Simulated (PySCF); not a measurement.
SMILES COC(F)(OC)C(=O)O, C4H7FO4

Geometry:
```json
{"atom": "C1", "x (Å)": "2.151", "y (Å)": "0.092", "z (Å)": "0.003"}
{"atom": "O2", "x (Å)": "0.908", "y (Å)": "-0.520", "z (Å)": "-0.330"}
{"atom": "C3", "x (Å)": "-0.226", "y (Å)": "0.119", "z (Å)": "0.069"}
{"atom": "F4", "x (Å)": "-0.180", "y (Å)": "0.253", "z (Å)": "1.477"}
{"atom": "O5", "x (Å)": "-1.338", "y (Å)": "-0.568", "z (Å)": "-0.282"}
{"atom": "C6", "x (Å)": "-1.357", "y (Å)": "-1.946", "z (Å)": "0.100"}
{"atom": "C7", "x (Å)": "-0.419", "y (Å)": "1.556", "z (Å)": "-0.487"}
{"atom": "O8", "x (Å)": "0.289", "y (Å)": "2.066", "z (Å)": "-1.308"}
{"atom": "O9", "x (Å)": "-1.478", "y (Å)": "2.124", "z (Å)": "0.054"}
{"atom": "H10", "x (Å)": "2.212", "y (Å)": "0.281", "z (Å)": "1.077"}
{"atom": "H11", "x (Å)": "2.292", "y (Å)": "1.020", "z (Å)": "-0.551"}
{"atom": "H12", "x (Å)": "2.905", "y (Å)": "-0.635", "z (Å)": "-0.288"}
{"atom": "H13", "x (Å)": "-1.219", "y (Å)": "-2.043", "z (Å)": "1.178"}
{"atom": "H14", "x (Å)": "-2.341", "y (Å)": "-2.304", "z (Å)": "-0.188"}
{"atom": "H15", "x (Å)": "-0.579", "y (Å)": "-2.499", "z (Å)": "-0.428"}
{"atom": "H16", "x (Å)": "-1.627", "y (Å)": "3.014", "z (Å)": "-0.312"}
```

Level of theory: quadratic response B3LYP/def2-SVPD first hyperpolarisability, Taylor convention, gas phase in PySCF. Geometry: GFN2-xTB.

(1) Give the tensor of the second harmonic β(−2ω;ω,ω) at 1907 nm in the axes of these coordinates.

## Answers

(1) In au, Taylor convention; rows are the first index (the induced dipole):
|  | xx | yy | zz | xy | xz | yz |
| --- | --- | --- | --- | --- | --- | --- |
| x | -32.8 | +22.6 | -5.8 | -21.2 | -3.8 | -17.1 |
| y | -21.4 | -55.2 | +4.6 | +22.6 | -17.0 | +15.6 |
| z | -3.7 | +15.7 | -15.7 | -17.1 | -5.9 | +4.8 |

Norm of βᵢ = ⅓ Σⱼ (βᵢⱼⱼ + βⱼᵢⱼ + βⱼⱼᵢ): 73.6 au, hyper-Rayleigh value 36.9 au.
